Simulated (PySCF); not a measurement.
BI₂, SMILES [B](I)I (connectivity only; charge and spin as stated), charge +1, multiplicity 1.

The structure is a stationary point at B3LYP-D3(BJ)/def2-TZVP. The spin state was assumed, not searched. The isomer is the one that the SMILES or the coordinates give; other isomers of the formula were not compared. The def2 effective core potentials stand for the cores of I; spin–orbit coupling is left out.

Two levels are set side by side: PBE/def2-TZVPD (PySCF) and B3LYP/def2-TZVPD (PySCF). Same geometry, gas phase. Differences are taken from unrounded values.

| quantity | B3LYP |
|---|---|
| orbital gap (eV) | 5.47 |
| highest occupied level (eV) | -13.47 |
| lowest empty level (eV) | -8.00 |
| mean polarisability (bohr³) | 75.2 |

Question: What does PBE give, and how far is it from B3LYP? (An estimate is asked for; the answer gives what the named calculation found.)

Answer: 
| quantity | PBE | PBE minus B3LYP |
|---|---|---|
| orbital gap (eV) | 4.04 | -1.43 |
| highest occupied level (eV) | -12.65 | 0.81 |
| lowest empty level (eV) | -8.61 | -0.62 |
| mean polarisability (bohr³) | 76.5 | 1.3 |

PBE's occupied levels lie high since its potential decays too fast outside the molecule; exact exchange lowers them and widens the gap. Differences between two approximate levels are no errors against the true value.

Rough cost on one machine, each run with all the roots and properties that it gave: B3LYP against PBE within a factor of 2.
